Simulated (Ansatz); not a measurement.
Si₃Te. Charge 0, multiplicity 5. Geometry PBE-D4/def2-SVP; atoms count from 1.

Cartesian coordinates in Å:
```
Si 1.3817 0.0983 -0.8122
Si -0.3098 -1.5481 -0.8497
Si 0.4275 1.5564 0.7804
Te -1.4995 -0.1067 0.8814
```

In the def2 sets Te takes a core potential; there is no spin–orbit coupling. At PBE0-D4/def2-TZVP a singlet of charge 0 lies 1.85 eV below the quintet, each at its own geometry. The structure comes from a short search, and lower isomers may exist.

Q: Estimate the Mulliken populations from the PBE0/def2-TZVP orbitals of Ansatz.

A: 
```json
{"atom": "Si1", "charge (e)": "0.06", "spin (α − β)": "1.44"}
{"atom": "Si2", "charge (e)": "-0.02", "spin (α − β)": "1.09"}
{"atom": "Si3", "charge (e)": "-0.02", "spin (α − β)": "1.09"}
{"atom": "Te4", "charge (e)": "-0.02", "spin (α − β)": "0.39"}
```
Mulliken values and Mayer orders depend strongly on the basis.

Q: Where does the spin sit?

A: Summed by element: Si 3.61, Te 0.39, of 4 unpaired in all. Largest on single atoms: Si1 1.44, Si2 1.09, Si3 1.09.

Q: And the Mayer bond orders between bonded heavy atoms (over 0.3)?

A: Si1–Si2 1.10 (2.36 Å); Si1–Si3 1.10 (2.36 Å); Si2–Te4 1.14 (2.55 Å); Si3–Te4 1.14 (2.55 Å). Values over 0.3 also appear between atoms too far apart for a bond (Si1–Te4 0.35 at 3.35 Å; Si2–Si3 0.35 at 3.58 Å); they arise where an orbital or an unpaired electron spreads over both atoms.
